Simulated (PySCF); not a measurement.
# Mg²⁺: ionisation energy

Mg²⁺ [Ne] (1S) → Mg³⁺ [He] 2s2 2p5 (2P), as a difference of total energies. Computed with PySCF 2.14 in aug-cc-pVDZ-DK, with scalar relativity by spin-free X2C-1e. Correlated levels: valence: [He] 2s2 frozen. The calculations carry no spin-orbit coupling.

```csv
method,ionisation energy (eV)
UHF,81.017
LDA,82.830
PBE0,82.461
MP2 (valence),81.055
SCS-MP2 (valence),81.053
CCSD (valence),81.053
CCSD(T) (valence),81.054
```

Errors of the correlated levels include the incompleteness of this basis and the frozen core.

**Question.** Which method comes closest to the reference value, and which is furthest?

**Answer.** The reference is 80.144 eV (measured; NIST Atomic Spectra Database, ionization energies). Closest: UHF (error 0.873 eV); furthest: LDA (error 2.686 eV).
